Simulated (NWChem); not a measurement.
System: CH4OSSn, singlet; SMILES C[O][Sn][SH]

Input file for NWChem:

```
start job
memory heap 200 mb stack 900 mb global 1100 mb
geometry units angstroms noautoz
  Sn     0.743452     0.106084     0.000503
  O     -0.008803    -1.737062    -0.000829
  C     -1.328022    -2.184047    -0.001640
  H     -1.525131    -2.807570     0.890089
  H     -2.074175    -1.365693    -0.005571
  H     -1.521836    -2.813143    -0.890153
  S     -1.431052     1.282058     0.000681
  H     -0.816935     2.486995     0.000557
end
basis spherical
  * library def2-svpd
end
ecp
  Sn library def2-ecp
end
dft
  xc b3lyp
  iterations 150
end
tddft
  cis
  nroots 6
  notriplet
end
task tddft energy
```

Low-valent species are run as closed-shell singlets; no triplet was tried in these runs. Geometry: optimised at PBE0/def2-SVP. No frequency run checked for a minimum. def2 effective core potentials on Sn; no spin-orbit coupling.

Vertical excitations in the gas phase.

Task: What results follow from this input? (B3LYP/def2-SVPD with def2 effective core potentials on Sn, TDA.) Quantities: lowest excitation, singlet (eV); oscillator strength of that lowest state; lowest state with f > 0.02, singlet (eV); oscillator strength of that bright state; orbital gap (eV).

Result: The lowest excitation, singlet (eV) is 3.95, the oscillator strength of that lowest state is 0.027 and the lowest state with f > 0.02, singlet (eV) is 3.95. The oscillator strength of that bright state is 0.027 and the orbital gap (eV) comes out as 4.64.
